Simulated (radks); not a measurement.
Values are calculated unless marked as measured or tabulated.
Task: Species: Kr3+. Configuration: [Ar] 3d10 4s1 4p(1/2: 2, 3/2: 2) (not the ground configuration). Level of theory: Dirac Kohn-Sham, BLYP, spin-unpolarised, spherical densities, finite nucleus; Fermi nuclear charge, rms radius 4.1884 fm (a radial shooting solver on a logarithmic mesh with Libxc functionals). Some entries of the table are withheld. Estimate them.

| orbital | occ. | eigenvalue (hartree) | r(max) (bohr) | <r> (bohr) |
|---|---|---|---|---|
| 1s1/2 | 2 | -521.8074 | 0.02707 | 0.04148 |
| 2s1/2 | 2 | (1) | (2) | (3) |
| 2p1/2 | 2 | (4) | 0.1211 | 0.1573 |
| 2p3/2 | 4 | (5) | 0.1244 | 0.1613 |
| 3s1/2 | 2 | -11.21779 | 0.4669 | (6) |
| 3p1/2 | 2 | -8.89295 | 0.4571 | 0.5329 |
| 3p3/2 | 4 | -8.60102 | 0.4659 | 0.5434 |
| 3d3/2 | 4 | -4.54485 | 0.4088 | 0.5510 |
| 3d5/2 | 6 | -4.49664 | 0.4115 | 0.5548 |
| 4s1/2 | 1 | -2.19382 | 1.293 | 1.458 |
| 4p1/2 | 2 | -1.63227 | 1.425 | 1.638 |
| 4p3/2 | 2 | -1.59865 | 1.450 | 1.665 |

Result: 
(1) 2s1/2 eigenvalue (hartree): -70.04400
(2) 2s1/2 r(max) (bohr): 0.1543
(3) 2s1/2 <r> (bohr): 0.1832
(4) 2p1/2 eigenvalue (hartree): -63.46114
(5) 2p3/2 eigenvalue (hartree): -61.48107
(6) 3s1/2 <r> (bohr): 0.5300
